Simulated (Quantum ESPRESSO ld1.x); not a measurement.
Task: All-electron atom: Ar+ in [Ne] 3s2 3p5. Calculated with ld1.x of Quantum ESPRESSO 7.5: Dirac Kohn-Sham, PBEsol, spin-unpolarised, spherical densities, point nucleus; open shells are shared between the two j in proportion to 2j + 1. Some entries of the table are withheld. Estimate them.

orbital     occ.  eigenvalue (hartree)  <1/r> (bohr^-1)
1s1/2          2              -115.003            17.68
2s1/2          2              -11.4027              (1)
2p1/2          2              -9.00405              (2)
2p3/2          4              -8.92203              (3)
3s1/2          2              -1.34483            1.015
3p1/2    1.66667              -0.81584              (4)
3p3/2    3.33333              -0.80852              (5)
4s1/2          0              -0.21355              (6)
3d3/2          0              -0.14233              (7)
3d5/2          0              -0.14214              (8)

Result: 
(1) 2s1/2 <1/r> (bohr^-1): 3.555
(2) 2p1/2 <1/r> (bohr^-1): 3.473
(3) 2p3/2 <1/r> (bohr^-1): 3.444
(4) 3p1/2 <1/r> (bohr^-1): 0.8826
(5) 3p3/2 <1/r> (bohr^-1): 0.8771
(6) 4s1/2 <1/r> (bohr^-1): 0.3052
(7) 3d3/2 <1/r> (bohr^-1): 0.4517
(8) 3d5/2 <1/r> (bohr^-1): 0.4510
